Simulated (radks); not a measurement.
Task: The mean radii <r> (bohr) of the occupied orbitals of an atom or ion are listed with their occupations. All-electron calculation, non-relativistic Kohn-Sham, PBE, spin-polarised, spherical densities, point nucleus. Program: a radial shooting solver on a logarithmic mesh with Libxc functionals.

| orbital | occ. | <r> |
|---|---|---|
| 1s up | 1 | 0.03720 |
| 1s down | 1 | 0.03720 |
| 2s up | 1 | 0.1627 |
| 2s down | 1 | 0.1626 |
| 2p up | 3 | 0.1395 |
| 2p down | 3 | 0.1394 |
| 3s up | 1 | 0.4412 |
| 3s down | 1 | 0.4419 |
| 3p up | 3 | 0.4334 |
| 3p down | 3 | 0.4344 |
| 3d up | 5 | 0.4033 |
| 3d down | 3 | 0.4048 |

Name the element and its charge. Open shells, if any, are filled with parallel spins first.

Result: Z = 41, niobium, charge +15: Nb15+ in [Ar] 3d8. The 1s radius gives Z: for a bare nucleus <r> = 1.5/Z, 0.03659 bohr for Z = 41, and screening makes it slightly larger (0.03720 here). The occupations add up to 26, and the charge is Z minus that.
